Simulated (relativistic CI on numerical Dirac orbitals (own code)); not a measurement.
Method of calculation: Dirac-Coulomb-Breit CI, KLI orbitals optimised for each configuration, QED by a radiative potential, unscaled Slater integrals (own radial code, finite nucleus).

The strongest absorption lines from the ground level of an ion, among the configurations computed and to levels below about 8970 eV (vacuum wavelength in Å, gf): 1.6121 (0.46), 1.6137 (0.66), 1.6155 (1.9), 1.6179 (0.75), 1.6183 (0.48), 1.6333 (0.85), 1.7735 (2.2), 11.537 (0.43).

**Question.** Which ion is it?
A. Pr LIII
B. Gd LVIII
C. W LXVIII
D. Gd LVI

**Answer.** B. Gd LVIII has 7 electrons and the ground level 2s2.2p3 2P°_3/2; the strongest line goes to 2s2.2p2.3d 2D_5/2. The pattern of lines fixes the number of electrons, and along that sequence the line energies rise steadily with the charge (about as its square where n changes within one kind of shell, about linearly where n is kept but much faster in heavy ions where fine structure, which grows about as Z⁴, sets the gap, and irregularly where shells cross), which fixes Z. Configurations outside the model, such as inner-shell arrays, can give stronger lines. At this charge energies of transitions that change n are usually good to better than 1 %, and those within a shell (Δn = 0) to a few per cent.

LS names give the leading component of a level, which can be under half, so a name can repeat, a term be missing and a line seem to break the LS rules.
